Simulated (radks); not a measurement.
Q: Species: Pb XXX. Configuration: [Kr] 4d10 4f7. Calculated with a radial shooting solver on a logarithmic mesh with Libxc functionals: scalar-relativistic Kohn-Sham, SCAN, spin-polarised, spherical densities, finite nucleus; open shells are filled with parallel spins first (spin-orbit coupling, left out, can overturn this in heavy ions); meta-GGA in the generalised Kohn-Sham scheme; Fermi nuclear charge, rms radius 5.5012 fm. Some entries of the table are withheld. Estimate them.

| orbital | occ. | eigenvalue (eV) | <r^2> (bohr^2) |
|---|---|---|---|
| 1s down | 1 | -89147.51 | 0.0003575 |
| 1s up | 1 | -89147.47 | 0.0003575 |
| 2s up | 1 | -16768.65 | 0.005418 |
| 2s down | 1 | -16768.07 | 0.005417 |
| 2p up | 3 | -14521.05 | 0.004617 |
| 2p down | 3 | -14520.59 | 0.004616 |
| 3s up | 1 | -4769.434 | 0.03468 |
| 3s down | 1 | -4760.284 | 0.03457 |
| 3p up | 3 | -4120.928 | 0.03591 |
| 3p down | 3 | -4111.045 | 0.03578 |
| 3d up | 5 | -3458.753 | 0.02977 |
| 3d down | 5 | -3450.594 | 0.02963 |
| 4s up | 1 | -1772.667 | 0.1557 |
| 4s down | 1 | -1756.885 | 0.1565 |
| 4p up | 3 | (1) | 0.1734 |
| 4p down | 3 | (2) | 0.1744 |
| 4d up | 5 | -1294.654 | (3) |
| 4d down | 5 | -1279.267 | (4) |
| 4f up | 7 | -1023.500 | 0.1723 |

A: 
(1) 4p up eigenvalue (eV): -1549.646
(2) 4p down eigenvalue (eV): -1534.595
(3) 4d up <r^2> (bohr^2): 0.1835
(4) 4d down <r^2> (bohr^2): 0.1850
